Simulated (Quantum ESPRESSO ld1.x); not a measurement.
Values are calculated unless marked as measured or tabulated.
Task: The mean radii <r> (bohr) of the occupied orbitals of an atom or ion are listed with their occupations. Level of theory: scalar-relativistic Kohn-Sham, LDA (Slater exchange, Perdew-Wang correlation), spin-polarised, spherical densities, point nucleus (ld1.x of Quantum ESPRESSO 7.5).

orbital  occ.      <r>
1s up       1  0.01769
1s down     1  0.01768
2s up       1  0.07214
2s down     1  0.07220
2p up       1  0.06404

Name the element and its charge. Open shells, if any, are filled with parallel spins first.

Result: Z = 76, osmium, charge +71: Os71+ in [He] 2s2 2p1. The 1s radius gives Z: for a bare nucleus <r> = (2 gamma + 1)/(2Z) with gamma = sqrt(1 - (Z/c)^2), 0.01753 bohr for Z = 76, and screening makes it slightly larger (0.01769 here). The occupations add up to 5, and the charge is Z minus that.
